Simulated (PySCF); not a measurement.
# Worked example: oscillator strength and radiative lifetime

H₉NSi₄, SMILES N1[SiH2][SiH2][SiH2][SiH2]1.

Geometry optimised at B3LYP-D3(BJ)/def2-SVP. The geometry has at least one imaginary mode, so it is a saddle point at that level. This is a generated structure with no PubChem entry under its InChIKey; it may be hypothetical.

TDA-PBE/def2-SVPD run with PySCF 2.14.0 puts the first singlet state with f over 0.02 at 5.62 eV (vertical), with the transition dipole (0.479, -0.111, 0.018) in atomic units.

Task: Find the oscillator strength, the wavelength and the radiative lifetime that this transition would have in vacuum if emission retraced absorption.

Result: 
|μ|² = 0.2421 au, so |μ| = 1.25 D. ΔE = 5.62/27.211 = 0.2065 hartree. f = (2/3) ΔE |μ|² = 0.033 (the program prints 0.033).
λ = 1239.84/5.62 = 221 nm; ν = 45328 cm⁻¹.
Einstein's coefficient A = 0.6670 ν² f s⁻¹ (ν in cm⁻¹) = 4.6e7 s⁻¹, so τ = 1/A = 22 ns. This state is S5; the lower singlets have f = 0.000, 0.000, 0.000, 0.000. The figure is the radiative limit of this one transition; relaxation, internal conversion, crossing to triplets and a medium change what is measured.
